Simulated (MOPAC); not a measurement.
MOPAC input (PM7):

```
PM7 1SCF UHF MS=0.5 GEO-OK AUX(PRECISION=9) THREADS=1
H3O3Si

O    -0.64551000 1    1.33350500 1   -0.72187400 1
Si   -0.04502500 1    0.14476100 1    0.27139700 1
O     1.51930800 1   -0.08036900 1   -0.15587400 1
O    -0.87024800 1   -1.26914500 1    0.26613900 1
H    -0.24734900 1    0.73747200 1    1.60649200 1
H     1.92111600 1   -0.92822500 1    0.05110300 1
H    -1.07181800 1   -1.70782500 1   -0.56427500 1
```

Output:

```
 *******************************************************************************
 **                                                                           **
 **                              MOPAC v23.2.5                                **
 **                                                                           **
 *******************************************************************************
 ** MOPAC's Digital Object Identifier: https://doi.org/10.5281/zenodo.6511958 **
 **                                                                           **
 ** Please cite the open-source release paper for use of this MOPAC version:  **
 ** J. E. Moussa and J. J. P. Stewart (2026)                                  **
 ** MOPAC: An open-source semiempirical molecular orbital program             **
 ** J. Open Source Softw., 11(119), 8025, https://doi.org/10.21105/joss.08025 **
 *******************************************************************************

                              PM7 CALCULATION RESULTS

 *******************************************************************************
 *  PM7        - The PM7 Hamiltonian to be used
 *  GEO-OK     - OVERRIDE INTERATOMIC DISTANCE AND OTHER SAFETY CHECKS
 *  UHF        - UNRESTRICTED HARTREE-FOCK CALCULATION
 *  MS=        - IN MECI, MAGNETIC COMPONENT OF SPIN =  0.5
 *  1SCF       - DO 1 SCF AND THEN STOP
 *  AUX        - OUTPUT AUXILIARY INFORMATION
 *******************************************************************************
PM7 1SCF UHF MS=0.5 GEO-OK AUX(PRECISION=9) THREADS=1
 H3O3Si

   ATOM   CHEMICAL          X               Y               Z
  NUMBER   SYMBOL      (ANGSTROMS)     (ANGSTROMS)     (ANGSTROMS)

     1       O         -0.64551000  *   1.33350500  *  -0.72187400  *
     2      Si         -0.04502500  *   0.14476100  *   0.27139700  *
     3       O          1.51930800  *  -0.08036900  *  -0.15587400  *
     4       O         -0.87024800  *  -1.26914500  *   0.26613900  *
     5       H         -0.24734900  *   0.73747200  *   1.60649200  *
     6       H          1.92111600  *  -0.92822500  *   0.05110300  *
     7       H         -1.07181800  *  -1.70782500  *  -0.56427500  *

          CARTESIAN COORDINATES

    NO.       ATOM           X           Y           Z

     1         O         -0.6455      1.3335     -0.7219
     2        Si         -0.0450      0.1448      0.2714
     3         O          1.5193     -0.0804     -0.1559
     4         O         -0.8702     -1.2691      0.2661
     5         H         -0.2473      0.7375      1.6065
     6         H          1.9211     -0.9282      0.0511
     7         H         -1.0718     -1.7078     -0.5643

 General Reference for PM7:
 "Optimization of Parameters for Semiempirical Methods VI: More Modifications to the
 NDDO Approximations and Re-optimization of Parameters", J. J. P. Stewart, J. Mol. Mod., 1:32, 19 (2013)
 https://link.springer.com/article/10.1007/s00894-012-1667-x

           Empirical Formula: H3 O3 Si  =     7 atoms

      MOLECULAR POINT GROUP   :   C1

          UHF CALCULATION, NO. OF ALPHA ELECTRONS =   13
                           NO. OF BETA  ELECTRONS =   12

 -------------------------------------------------------------------------------
 PM7 1SCF UHF MS=0.5 GEO-OK AUX(PRECISION=9) THREADS=1
 H3O3Si

     1SCF WAS SPECIFIED, SO BFGS WAS NOT USED
     SCF FIELD WAS ACHIEVED

                              PM7 CALCULATION
                                                       MOPAC v23.2.5 Linux

          FINAL HEAT OF FORMATION =       -160.42956 KCAL/MOL =    -671.23730 KJ/MOL

          COSMO AREA              =         98.66 SQUARE ANGSTROMS
          COSMO VOLUME            =         84.50 CUBIC ANGSTROMS

          IONIZATION POTENTIAL    =         11.445612 EV
          ALPHA SOMO LUMO (EV)    =        -12.216  0.477
          BETA  SOMO LUMO (EV)    =        -11.446 -2.435
          NO. OF ALPHA ELECTRONS  =         13
          NO. OF BETA  ELECTRONS  =         12
          MOLECULAR WEIGHT        =         79.1074         POINT GROUP:  C1

          MOLECULAR DIMENSIONS (Angstroms)

            Atom       Atom       Distance
            H     6    O     1     3.50720
            H     7    H     5     3.33561
            O     4    O     3     2.18400

          SCF CALCULATIONS        =          1

   ATOM   CHEMICAL          X               Y               Z
  NUMBER   SYMBOL      (ANGSTROMS)     (ANGSTROMS)     (ANGSTROMS)

     1       O         -0.64551000  *   1.33350500  *  -0.72187400  *
     2      Si         -0.04502500  *   0.14476100  *   0.27139700  *
     3       O          1.51930800  *  -0.08036900  *  -0.15587400  *
     4       O         -0.87024800  *  -1.26914500  *   0.26613900  *
     5       H         -0.24734900  *   0.73747200  *   1.60649200  *
     6       H          1.92111600  *  -0.92822500  *   0.05110300  *
     7       H         -1.07181800  *  -1.70782500  *  -0.56427500  *

                             CARTESIAN COORDINATES

   1    O       -0.645510000     1.333505000    -0.721874000
   2   Si       -0.045025000     0.144761000     0.271397000
   3    O        1.519308000    -0.080369000    -0.155874000
   4    O       -0.870248000    -1.269145000     0.266139000
   5    H       -0.247349000     0.737472000     1.606492000
   6    H        1.921116000    -0.928225000     0.051103000
   7    H       -1.071818000    -1.707825000    -0.564275000

           Empirical Formula: H3 O3 Si  =     7 atoms

      MOLECULAR POINT GROUP   :   C1

          ALPHA EIGENVALUES
 -31.34329 -30.15836 -29.91541 -18.36733 -18.07899 -16.09756 -15.28496 -14.72382
 -13.76371 -13.47903 -12.36654 -12.29277 -12.21612   0.47664   0.51272   1.30396
   4.08468   5.43633   6.92685  23.03002  23.59977  23.77742  25.10090  25.28300

           BETA EIGENVALUES
 -30.14756 -29.90126 -26.84933 -18.32526 -17.96604 -15.28840 -14.84342 -14.60648
 -13.05989 -12.34310 -12.02711 -11.44561  -2.43456   0.55281   0.91680   1.59391
   4.19087   5.43601   7.01191  23.17097  23.69263  23.81819  25.12564  25.26736

              NET ATOMIC CHARGES AND DIPOLE CONTRIBUTIONS

  ATOM NO.   TYPE          CHARGE      No. of ELECS.   s-Pop       p-Pop       d-Pop
    1          O          -0.156192        6.1562     1.88906     4.26713
    2         Si           0.534697        3.4653     0.78453     2.32119     0.35959
    3          O          -0.624675        6.6247     1.73609     4.88858
    4          O          -0.636822        6.6368     1.73045     4.90637
    5          H           0.145475        0.8545     0.85452
    6          H           0.368931        0.6311     0.63107
    7          H           0.368585        0.6314     0.63141
 DIPOLE           X         Y         Z       TOTAL
 POINT-CHG.    -0.194    -0.659     1.106     1.302
 HYBRID         0.360    -1.070    -1.165     1.622
 SUM            0.166    -1.728    -0.059     1.737

          ATOMIC ORBITAL ELECTRON POPULATIONS

     Atom    s        px        py        pz      x^2-y^2     xz        z^2       yz        xy
    1  O   1.88906   1.76078   1.40724   1.09911
    2 Si   0.78453   0.64494   0.69878   0.97747   0.09497   0.05745   0.05301   0.06809   0.08608
    3  O   1.73609   1.53921   1.51039   1.83898
    4  O   1.73045   1.80264   1.58887   1.51485
    5  H   0.85452
    6  H   0.63107
    7  H   0.63141

                    (SZ)    =    0.500000
                    (S**2)  =    0.758073

          ATOMIC ORBITAL SPIN POPULATIONS

    Atom   Total    s     px     py     pz   x^2-y^2  xz     z^2    yz     xy
         Atomic
    1  O  1.0277  0.018  0.066  0.263  0.680
    2 Si -0.0795 -0.008 -0.015 -0.027 -0.041 -0.001 -0.001  0.016 -0.002 -0.000
    3  O  0.0066 -0.001  0.009  0.000 -0.002
    4  O -0.0011 -0.000 -0.001  0.001 -0.001
    5  H  0.0472  0.047
    6  H -0.0012 -0.001
    7  H  0.0003  0.000

 **********************
 *                    *
 * JOB ENDED NORMALLY *
 *                    *
 **********************

 == MOPAC DONE ==
```

The geometry given is a B3LYP-D3(BJ)/def2-TZVP minimum.
